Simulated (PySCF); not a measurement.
## Correlation energy of Rh (rhodium, neutral)

[Kr] 4d8 5s1, high-spin 4F determinant. Computed with PySCF 2.14 in x2c-TZVPall, with scalar relativity by spin-free X2C-1e. Frozen: [Kr]; 9 electrons correlated.

MP2 pair energies summed by pair of shells (mhartree):

```json
{"pair": "4d-4d", "energy": "-166.62", "share (%)": "88.0"}
{"pair": "4d-5s", "energy": "-22.64", "share (%)": "12.0"}
```

Total MP2 correlation energy: -189.25 mhartree.

Same-spin part -74.54 and opposite-spin part -114.71 mhartree; SCS-MP2 scales them by 1/3 and 6/5 to -162.50 mhartree.
